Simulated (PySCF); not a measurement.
## Ionisation energy of Al⁺ by level of theory

Al⁺ [Ne] 3s2 (1S) → Al²⁺ [Ne] 3s1 (2S), as a difference of total energies. Calculation: PySCF 2.14, in aug-cc-pwCVDZ (6s5p3d, 36 functions); no relativity, point nucleus. Correlated levels: nothing frozen. The calculations carry no spin-orbit coupling.

```
                 method  ionisation energy (eV)
                    UHF                  17.540
    MP2 (all electrons)                  18.411
SCS-MP2 (all electrons)                  18.511
   CCSD (all electrons)                  18.676
CCSD(T) (all electrons)                  18.699
```

How much does correlation contribute at CCSD(T) (all electrons)?

18.699 − (17.540) = 1.159 eV, measured against UHF.

Errors of the correlated levels include the incompleteness of this basis.

For comparison: 18.829 eV (measured; NIST Atomic Spectra Database, ionization energies).
